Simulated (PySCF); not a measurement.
Si(CCH)(Me)(OMe)2, C5H10O2Si, SMILES C#C[Si](C)(OC)OC, GFN2-xTB optimised geometry.

```
18

C      1.62    -0.28     0.02
C      0.41    -0.27     0.00
Si    -1.45    -0.27     0.00
C     -2.09    -1.07    -1.59
O     -2.08     1.22     0.00
C     -2.00     2.20     1.00
O     -1.97    -0.98     1.38
C     -1.73    -2.28     1.82
H      2.67    -0.29     0.03
H     -3.18    -1.13    -1.60
H     -1.71    -2.08    -1.68
H     -1.78    -0.52    -2.47
H     -2.67     3.01     0.72
H     -0.98     2.58     1.07
H     -2.29     1.79     1.97
H     -0.65    -2.47     1.91
H     -2.20    -2.39     2.80
H     -2.15    -3.01     1.13
```

Density from PBE0/def2-SVP (PySCF 2.14.0) at that geometry.

Minimum of the electron density along straight lines between bonded atoms, close to the bond critical point (lines longer than 1.1 times the sum of covalent radii, or with two minima, are not listed):

```csv
bond,length / Å,ρ at the minimum / e bohr⁻³,∇²ρ there / e bohr⁻⁵,position (fraction from the first atom)
C1–C2,1.202,0.404,___,0.54
C2–Si3,1.868,___,0.39,0.62
Si3–C4,1.892,___,0.32,0.38
Si3–O5,1.618,0.132,1.12,0.41
O5–C6,1.398,0.255,-0.27,0.66
Si3–O7,1.635,0.127,1.03,0.41
O7–C8,1.397,0.256,-0.28,0.66
C1–H9,1.053,0.293,-1.23,0.66
C4–H10,1.086,0.272,-0.97,0.63
C4–H11,1.086,0.271,-0.96,0.62
C4–H12,1.084,0.273,-0.98,0.63
C6–H13,1.091,0.283,-1.09,0.64
C6–H14,1.093,0.282,-1.07,0.63
C6–H15,1.091,0.283,-1.08,0.64
C8–H16,1.093,0.282,-1.07,0.63
C8–H17,1.091,0.283,-1.09,0.64
C8–H18,1.093,0.281,-1.06,0.63
```

**Question.** What belongs in the gaps?

**Answer.** 
- C1–C2, ∇²ρ there / e bohr⁻⁵: -1.16
- C2–Si3, ρ at the minimum / e bohr⁻³: 0.108
- Si3–C4, ρ at the minimum / e bohr⁻³: 0.116
